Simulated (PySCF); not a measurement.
## Ionisation energy of Zr by level of theory

Zr [Kr] 4d2 5s2 (3F) → Zr⁺ [Kr] 4d2 5s1 (4F), as a difference of total energies. Computed with PySCF 2.14 in x2c-SVPall (6s5p5d1f, 53 functions), with scalar relativity by spin-free X2C-1e. Correlated levels: valence: [Kr] frozen. The calculations carry no spin-orbit coupling.

| method | ionisation energy (eV) |
| --- | --- |
| UHF | 5.210 |
| M06-L | 6.765 |
| LDA | 6.791 |
| MP2 (valence) | 5.976 |
| SCS-MP2 (valence) | 6.130 |

How much does correlation contribute at MP2 (valence)?

5.976 − (5.210) = 0.766 eV, measured against UHF.

Errors of the correlated levels include the incompleteness of this basis and the frozen core.

MP2 underrates the near-degeneracy of ns² with np² in the lower species.

For comparison: 6.639 eV (measured; NIST levels, between the centres of gravity of the two terms).
